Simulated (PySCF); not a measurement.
# Two-component Hartree-Fock for Ba²⁸⁺ (barium, charge +28)

Start: [Ar] 3d10. Calculated with PySCF 2.14 in an uncontracted even-tempered set (19 s from 1.4 bohr⁻², ratio 2.6; 15 p from 1.9 bohr⁻², ratio 2.6; 10 d from 1.9 bohr⁻², ratio 2.6; 6 f from 1.9 bohr⁻², ratio 2.8): generalised Hartree-Fock with the X2C-1e Hamiltonian and a Gaussian nucleus; spin-orbit coupling (SO) screened by Boettger's factors.

```
spinor shell  electrons  ε, screened SO (eV)  weight of nominal j (screened SO)  rms radius, screened SO (bohr)
       1s1/2          2             -38593.8                              1.000                          0.0292
       2s1/2          2              -6994.9                              1.000                           0.118
       2p1/2          2              -6636.5                              1.000                           0.102
       2p3/2          4              -6249.6                              1.000                           0.108
       3s1/2          2              -2203.9                              1.000                           0.306
       3p1/2          2              -2053.5                              1.000                           0.297
       3p3/2          4              -1973.6                              1.000                           0.308
       3d3/2          4              -1716.7                              1.000                           0.277
```

(1) Where does 3d5/2 lie, and what is the 3d spin-orbit splitting (screened SO)?

```tsv
quantity	screened SO
E (hartree)	-7735.98144
M_J	0
⟨J²⟩	0.000
⟨L²⟩	0.018
⟨S²⟩	0.018
```

Breit and QED terms are absent; they matter most for the inner s and p1/2 levels.

Densities and radii are taken from the X2C orbitals without a picture-change correction, which distorts them close to the nucleus.

Answers

(1) At -1699.7 eV, 16.992 eV above 3d3/2.
